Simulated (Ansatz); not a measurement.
Consider the redistribution: `OCBO[SiH3]` + `[OH][GeH]([OH])[F]` → `OCBF` + `[OH][GeH]([OH])[O][SiH3]`.

Isolated molecules relaxed with PBE0-D4/def2-TZVP in Ansatz; ΔE leaves out vibrations. CCSD(T)/CBS is the MP2 limit (def2-TZVPP, def2-QZVPP) plus CCSD(T) − MP2 in def2-TZVPP, frozen cores. This one scheme is used for every species. DFT in def2-TZVPP. B3LYP here is the variant with VWN-RPA as its local correlation; programs differ in this. For Ge outer-core shells are correlated without core-valence functions, which leaves a few kJ/mol of doubt a bond. Scalar relativity is left out up to krypton. One conformer a species, not always the lowest.

```tsv
level	ΔE (kcal/mol)	difference from CCSD(T)/CBS
PBE-D4	1.8	0.4
r2SCAN-D4	1.5	0.1
PBE0-D4	1.6	0.2
B3LYP-D4	1.8	0.4
ωB97M-V	1.8	0.4
B2PLYP	2.2	0.8
r2SCAN	1.7	0.3
PBE0	2.1	0.7
B3LYP	2.7	1.3
HF/def2-TZVPP	2.2	0.8
SCS-MP2/def2-TZVPP	1.7	0.3
CCSD/def2-TZVPP	1.4	0.0
MP2/def2-QZVPP	1.5	0.1
SCS-MP2/def2-QZVPP	1.9	0.5
HF/CBS(def2)	2.5	1.1
MP2/CBS(def2)	1.5	0.1
CCSD(T)/CBS	1.4	0
```

Largest T1 diagnostic among the species: 0.012.

The D4 term adds −0.9 kcal/mol with B3LYP and −0.5 kcal/mol with PBE0; it sums over pairs of atoms, weighted by their polarisabilities, and B3LYP, whose exchange is more repulsive, gets the larger term. In def2-TZVPP, CCSD(T) changes the Hartree–Fock value by −1.0 kcal/mol (the triples alone add −0.2 kcal/mol) and MP2 by −0.9 kcal/mol.
